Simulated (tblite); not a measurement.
Species: C4H9Cl2PSi2.
SMILES with atom numbers: `[CH3:1][SiH2:2][PH:3][SiH2:4][C:5]#[C:6][CH:7]([Cl:8])[Cl:9]` (hydrogens: H10, H11, H12 on C1; H13, H14 on Si2; H15 on P3; H16, H17 on Si4; H18 on C7)

Computed with GFN2-xTB (tblite), gas phase: L-BFGS steps from a force-field or distance-geometry start until the largest atomic force falls under 0.01 eV/Å.

Step 140: E = -766.2686 eV
```
atom  x, y, z in Å  |  force x, y, z in eV/Å
C1     -3.3651   -0.1652   -1.0234    0.032  -0.027   0.014
Si2    -2.1330    0.9490   -0.0862   -0.064  -0.013  -0.033
P3     -0.8862   -0.1727    1.4095   -0.032   0.023  -0.001
Si4     0.3840   -1.4999    0.1449    0.084  -0.056  -0.019
C5      1.8214   -0.4642   -0.3980   -0.027  -0.009   0.019
C6      2.7706    0.2312   -0.6594    0.027   0.025   0.005
C7      3.9466    1.0124   -0.9179    0.017  -0.022  -0.008
Cl8     4.5092    1.7697    0.6092   -0.017   0.029  -0.027
Cl9     5.2501   -0.0395   -1.5630   -0.002  -0.003  -0.024
H10    -3.9401   -0.7950   -0.3454    0.050   0.073  -0.028
H11    -4.0675    0.4376   -1.5910   -0.005  -0.008   0.007
H12    -2.8549   -0.8199   -1.7251    0.007  -0.015   0.002
H13    -1.2146    1.6057   -1.0257   -0.023  -0.021   0.025
H14    -2.8921    1.9508    0.6726    0.037  -0.008   0.024
H15    -1.8153   -1.1622    1.6680   -0.034   0.013   0.013
H16     0.9145   -2.5650    1.0015   -0.024  -0.006   0.002
H17    -0.2199   -2.0765   -1.0644   -0.022   0.028  -0.007
H18     3.7837    1.8099   -1.6472   -0.003  -0.004   0.037
```

Step 141: E = -766.2693 eV
```
atom  x, y, z in Å  |  force x, y, z in eV/Å
C1     -3.3735   -0.1704   -1.0147    0.028   0.005  -0.002
Si2    -2.1354    0.9495   -0.0940   -0.055  -0.031  -0.010
P3     -0.8853   -0.1690    1.4016   -0.018   0.018  -0.007
Si4     0.3845   -1.4974    0.1361    0.067  -0.038  -0.014
C5      1.8262   -0.4617   -0.3931   -0.021  -0.013   0.017
C6      2.7780    0.2300   -0.6534    0.025   0.024   0.007
C7      3.9539    1.0108   -0.9120    0.015  -0.020  -0.008
Cl8     4.5166    1.7715    0.6119   -0.012   0.037  -0.005
Cl9     5.2587   -0.0413   -1.5540   -0.006   0.002  -0.033
H10    -3.9473   -0.7891   -0.3283    0.021   0.041   0.015
H11    -4.0772    0.4275   -1.5857    0.002  -0.005  -0.004
H12    -2.8686   -0.8359   -1.7085    0.022  -0.024  -0.027
H13    -1.2228    1.6039   -1.0382   -0.005  -0.017   0.002
H14    -2.8862    1.9553    0.6645    0.016   0.010   0.037
H15    -1.8144   -1.1566    1.6658   -0.035   0.007   0.009
H16     0.9073   -2.5706    0.9865   -0.025  -0.012   0.007
H17    -0.2102   -2.0579   -1.0850   -0.032   0.018  -0.004
H18     3.7870    1.8076   -1.6407    0.013  -0.003   0.019
```

Step 142: E = -766.2700 eV
```
atom  x, y, z in Å  |  force x, y, z in eV/Å
C1     -3.3681   -0.1687   -1.0204    0.024   0.012  -0.008
Si2    -2.1342    0.9495   -0.0918   -0.043  -0.036  -0.012
P3     -0.8878   -0.1710    1.4052   -0.004  -0.001  -0.020
Si4     0.3852   -1.5015    0.1410    0.033  -0.011  -0.007
C5      1.8233   -0.4624   -0.3902    0.016   0.007   0.011
C6      2.7752    0.2288   -0.6525    0.000  -0.002   0.015
C7      3.9500    1.0100   -0.9151    0.002  -0.018  -0.007
Cl8     4.5153    1.7740    0.6053   -0.006   0.040   0.008
Cl9     5.2541   -0.0406   -1.5601   -0.008   0.003  -0.034
H10    -3.9445   -0.7880   -0.3367    0.021   0.035   0.016
H11    -4.0707    0.4304   -1.5920    0.010  -0.009  -0.003
H12    -2.8615   -0.8336   -1.7140    0.019  -0.015  -0.018
H13    -1.2178    1.6096   -1.0284   -0.009  -0.021   0.002
H14    -2.8863    1.9513    0.6701    0.007   0.014   0.037
H15    -1.8196   -1.1562    1.6704   -0.029   0.007   0.004
H16     0.9093   -2.5721    0.9928   -0.023  -0.019   0.009
H17    -0.2084   -2.0594   -1.0819   -0.031   0.013   0.003
H18     3.7778    1.8062   -1.6430    0.021   0.001   0.004
```

Step 143: E = -766.2714 eV
```
atom  x, y, z in Å  |  force x, y, z in eV/Å
C1     -3.3393   -0.1584   -1.0453    0.006   0.001  -0.016
Si2    -2.1287    0.9502   -0.0755   -0.018  -0.032  -0.015
P3     -0.8990   -0.1831    1.4251    0.017  -0.050  -0.042
Si4     0.3848   -1.5152    0.1653   -0.036   0.034   0.006
C5      1.8084   -0.4656   -0.3812    0.069   0.033   0.006
C6      2.7573    0.2272   -0.6524   -0.018  -0.040   0.020
C7      3.9283    1.0088   -0.9314   -0.029  -0.010  -0.003
Cl8     4.5079    1.7826    0.5780    0.004   0.036   0.020
Cl9     5.2273   -0.0393   -1.5894   -0.011   0.003  -0.029
H10    -3.9291   -0.7864   -0.3804    0.042   0.032  -0.002
H11    -4.0334    0.4471   -1.6214    0.023  -0.012  -0.003
H12    -2.8175   -0.8127   -1.7398   -0.003   0.009   0.018
H13    -1.1971    1.6314   -0.9824   -0.018  -0.027   0.004
H14    -2.8939    1.9353    0.6951   -0.004   0.012   0.028
H15    -1.8390   -1.1641    1.6830   -0.008   0.018  -0.008
H16     0.9194   -2.5725    1.0256   -0.020  -0.029   0.008
H17    -0.2074   -2.0812   -1.0559   -0.027   0.009   0.024
H18     3.7423    1.8021   -1.6582    0.030   0.012  -0.018
```

**Question.** Estimate the geometry and energy of step 144. (The exact step hangs on the optimiser's Hessian estimate; all steps are aligned on step 143, rigid shifts and turns removed.)

**Answer.** E = -766.2726 eV, largest force 0.131 eV/Å
```
atom  x, y, z in Å  |  force x, y, z in eV/Å
C1     -3.3046   -0.1465   -1.0732   -0.003  -0.002  -0.010
Si2    -2.1218    0.9496   -0.0550   -0.002  -0.016  -0.034
P3     -0.9119   -0.1980    1.4497    0.025  -0.077  -0.048
Si4     0.3814   -1.5271    0.1934   -0.070   0.053   0.009
C5      1.7918   -0.4688   -0.3689    0.115   0.063  -0.005
C6      2.7355    0.2265   -0.6534   -0.039  -0.076   0.032
C7      3.9021    1.0083   -0.9506   -0.043   0.003  -0.004
Cl8     4.4996    1.7918    0.5468    0.006   0.029   0.021
Cl9     5.1944   -0.0385   -1.6233   -0.016   0.002  -0.021
H10    -3.9096   -0.7848   -0.4308    0.062   0.033  -0.026
H11    -3.9869    0.4674   -1.6550    0.030  -0.014   0.000
H12    -2.7649   -0.7878   -1.7675   -0.020   0.022   0.050
H13    -1.1720    1.6522   -0.9282   -0.034  -0.035   0.012
H14    -2.9054    1.9177    0.7198   -0.005   0.002   0.017
H15    -1.8583   -1.1771    1.6946    0.003   0.026  -0.013
H16     0.9277   -2.5715    1.0613   -0.015  -0.037   0.009
H17    -0.2095   -2.1054   -1.0234   -0.025   0.008   0.036
H18     3.7037    1.7982   -1.6776    0.032   0.016  -0.026
```

The energy changes by -0.0011 eV. The first-order estimate −F·Δx gives -0.0016 eV and the mean of the old and new forces, exact on a quadratic surface, -0.0012 eV. The step makes an angle of 87° with the force vector and moves no atom by more than 0.064 Å.

The cost below is that of the whole relaxation. The run took 3.0 s wall on Arm Neoverse V1, one thread, no GPU, shared host with 32 logical CPUs at a one-minute load of 19.
